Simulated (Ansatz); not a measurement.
Two isomers of GeH8OSi2: A = `[OH][GeH]([SiH3])[SiH3]`, B = `[SiH3][SiH2][O][GeH3]`.

Computed with Ansatz on PBE0-D4/def2-TZVP structures; ΔE is electronic, products minus reactants. CCSD(T)/CBS adds triple-zeta CCSD(T) − MP2 to the extrapolated MP2 energy (def2 sets, frozen cores). Functionals use def2-TZVPP. B3LYP here is the variant with VWN-RPA as its local correlation; programs differ in this. For Ge outer-core shells are correlated without core-valence functions, which leaves a few kJ/mol of doubt a bond. Scalar relativity is left out up to krypton. Each species was taken in one conformer, which may not be the lowest.

Problem. Which is lower in electronic energy at CCSD(T)/CBS, and by how much? (Best estimate.)

Solution. Computed: B, by 64.6 kJ/mol.

Problem. Give E(B) − E(A) in kJ/mol with BLYP-D4, PBE-D4, HF/def2-TZVPP, B3LYP-D4, CCSD(T)/def2-TZVPP, MP2/def2-TZVPP, ωB97M-V. (Best estimate.)

Solution. Ansatz gave: BLYP-D4 -58.8, PBE-D4 -46.5, HF/def2-TZVPP -90.6, B3LYP-D4 -64.7, CCSD(T)/def2-TZVPP -66.7, MP2/def2-TZVPP -68.2, ωB97M-V -65.3. None reverses the order clearly.

Problem. Does the order hold for the free energy at 298.15 K (harmonic terms from PBE0-D4)? (An estimate is asked.)

Solution. The calculation gave: Yes: G(B) − G(A) = -71.8 kJ/mol, for one conformer each. Modes under 60 cm⁻¹, often nearly free rotors, make the harmonic entropy too high.

Largest T1 diagnostic: 0.013.

From PBE to PBE0 (25 % exact exchange), in def2-TZVPP and without D4, E(B) − E(A) moves by −7.9 kJ/mol. Leaving LDA and LC-ωPBE aside and taking each functional with its dispersion term where it has one, the values, not all of them listed here, spread over 29.7 kJ/mol, from B97M-V to PBE-D4. LDA lies −6.7 kJ/mol from PBE without D4.
